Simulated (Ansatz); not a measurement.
Calculated with Ansatz (gas phase, PBE0-D4/def2-TZVP geometries, no zero-point term in ΔE). CCSD(T)/CBS is the MP2 limit (def2-TZVPP, def2-QZVPP) plus CCSD(T) − MP2 in def2-TZVPP, frozen cores. This one scheme is used for every species. For Br outer-core shells are correlated without core-valence functions, which leaves a few kJ/mol of doubt a bond. Scalar relativity is left out up to krypton. One conformer a species, not always the lowest.

`C[Si](N)(O)Br` + ethylene → `C=C[Si](C)(N)O` + HBr  (formal exchange of groups at the Si–Br bond)

```tsv
species	MP2/CBS(def2) energy (Eh)
`C[Si](N)(O)Br`	-3034.03215
`C=C`	-78.44164
`C=C[Si](C)(N)O`	-538.52883
HBr	-2573.90023
```

(1) Work out ΔE.

Largest T1 diagnostic among the species: 0.011.

Results:

(1) ΔE = (-538.52883) + (-2573.90023) − (-3034.03215) − (-78.44164) = 0.04473 Eh = +117.4 kJ/mol. CCSD(T)/CBS gives +111.9 kJ/mol.

In def2-TZVPP, CCSD(T) changes the Hartree–Fock value by −16.8 kJ/mol (the triples alone add −1.6 kJ/mol) and MP2 by −11.3 kJ/mol. From PBE to PBE0 (25 % exact exchange), in def2-TZVPP and without D4, ΔE moves by +3.2 kJ/mol.
